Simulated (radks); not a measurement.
Values are calculated unless marked as measured or tabulated.
Initial-state core-level shifts of the gadolinium ion Gd2+ when its valence configuration changes from [Xe] 4f7 5d1. Level of theory: Dirac Kohn-Sham, PBE, spin-unpolarised, spherical densities, finite nucleus; open shells fill j = l - 1/2 first; Fermi nuclear charge, rms radius 5.1569 fm (a radial shooting solver on a logarithmic mesh with Libxc functionals). Shifts are changes of the shell-averaged eigenvalues in eV (positive: less bound); the change of the density at the nucleus, which sets a Mossbauer isomer shift, is in e/bohr^3, on a base of 6.285e+05.

[
 {"valence": "4f6.5 5d1 6p0.5", "2s": "-5.775", "2p": "-5.721", "4p": "-5.892", "5s": "-3.726", "density at nucleus": "+19.23"},
 {"valence": "4f6 5d1 6s1", "2s": "-10.953", "2p": "-10.840", "4p": "-11.134", "5s": "-6.552", "density at nucleus": "+87.03"},
 {"valence": "4f6 5d2", "2s": "-7.936", "2p": "-7.826", "4p": "-8.197", "5s": "-3.740", "density at nucleus": "+32.97"},
 {"valence": "4f8", "2s": "+6.824", "2p": "+6.738", "4p": "+7.192", "5s": "+3.612", "density at nucleus": "-27.07"},
 {"valence": "4f6 5d1 6p1", "2s": "-11.951", "2p": "-11.836", "4p": "-12.135", "5s": "-7.537", "density at nucleus": "+40.75"},
 {"valence": "4f5.5 5d1 6s0.5 6p1", "2s": "-18.079", "2p": "-17.897", "4p": "-18.227", "5s": "-10.933", "density at nucleus": "+89.75"},
 {"valence": "4f6.5 5d1 6s0.5", "2s": "-5.268", "2p": "-5.215", "4p": "-5.383", "5s": "-3.221", "density at nucleus": "+40.85"},
 {"valence": "4f7.5 5d0.5", "2s": "+3.568", "2p": "+3.522", "4p": "+3.743", "5s": "+1.835", "density at nucleus": "-14.33"},
 {"valence": "4f7 6p1", "2s": "-3.812", "2p": "-3.809", "4p": "-3.747", "5s": "-3.708", "density at nucleus": "+6.92"}
]
